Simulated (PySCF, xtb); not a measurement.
Se(OH)(OSiH3) (H4O2SeSi), SMILES O[Se]O[SiH3]. The values are those of a single conformer.

Harmonic wavenumbers (cm⁻¹) from GFN2-xTB (xtb 6.7.1) at its own minimum, in rising order: 39, 96, 132, 250, 363, 445, 574, 605, 633, 733, 794, 820, 873, 989, 2222, 2247, 2333, 3516.

Task: What does PBE0-D3(BJ)/def2-SVP (PySCF) give at its own minimum? (Estimate from the structure and the level; the computed values follow.)

Result: 79, 105, 144, 280, 477, 565, 686, 715, 731, 889, 935, 945, 980, 1105, 2222, 2240, 2270, 3838. Paired by order, the mean absolute difference is 93 cm⁻¹ and the zero-point energies are 25.3 and 27.5 kcal/mol.
